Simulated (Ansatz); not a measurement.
Cost and result up the ladder for Ag₂Br (3 atoms). Charge 0, multiplicity 2. Geometry: r2SCAN-D4/def2-TZVP.

```xyz
3

Ag    1.193    1.831   -1.273
Ag   -1.174   -1.854    1.258
Br   -0.019    0.023    0.014
```

Ansatz on 4 threads of Arm Neoverse V2 on a shared host. Times are rough, and most runs start from the orbitals of an earlier one. PBE0-D4/def2-TZVP serves as the yardstick here, not as an exact answer. Differences are given only for rows in sets of like size (and for xTB, whose basis is part of the method), since another set adds its own error. Binding counts from free atoms at the same level (Ag doublet, Br doublet; other spins of the atoms weren't run), without zero-point energy or a counterpoise term.

In the def2 sets Ag takes a core potential; there is no spin–orbit coupling. Correlated methods freeze 9 core orbitals; core or outer-core shells of Ag, Br are correlated, in sets that lack core-valence functions. The rows differ in basis, and correlated rows in double-zeta sets carry the largest basis error. In CCSD on the charge 0 doublet the largest single amplitude is 0.26, so its Hartree–Fock determinant may place the open shell otherwise than the density functionals do. No other spin state of charge 0 was run. Another isomer (doublet) lies 0.16 eV lower at PBE0-D4/def2-TZVP; other spin states weren't run for this one.

Correlated methods converge slowly with the basis, most of all in double-zeta sets.

```json
{"level": "revPBE-D4/def2-TZVP", "functions": "128", "wall time": "2.2 s", "binding energy per atom (eV)": "1.13", "difference from PBE0-D4/def2-TZVP (eV)": "-0.01", "remarks": "–"}
{"level": "PBE-D4/def2-TZVP (with forces)", "functions": "128", "wall time": "2.5 s", "binding energy per atom (eV)": "1.21", "difference from PBE0-D4/def2-TZVP (eV)": "0.08", "remarks": "–"}
{"level": "PBE0-D4/def2-TZVP", "functions": "128", "wall time": "3.5 s", "binding energy per atom (eV)": "1.13", "difference from PBE0-D4/def2-TZVP (eV)": "0.00", "remarks": "–"}
{"level": "r2SCAN-D4/def2-TZVP", "functions": "128", "wall time": "5.5 s", "binding energy per atom (eV)": "1.21", "difference from PBE0-D4/def2-TZVP (eV)": "0.08", "remarks": "–"}
{"level": "B97M-V/def2-TZVP", "functions": "128", "wall time": "10 s", "binding energy per atom (eV)": "1.17", "difference from PBE0-D4/def2-TZVP (eV)": "0.04", "remarks": "–"}
{"level": "CCSD(T)/def2-SVP", "functions": "94", "wall time": "19 s", "binding energy per atom (eV)": "1.01", "difference from PBE0-D4/def2-TZVP (eV)": "–", "remarks": "flagged by the program"}
```
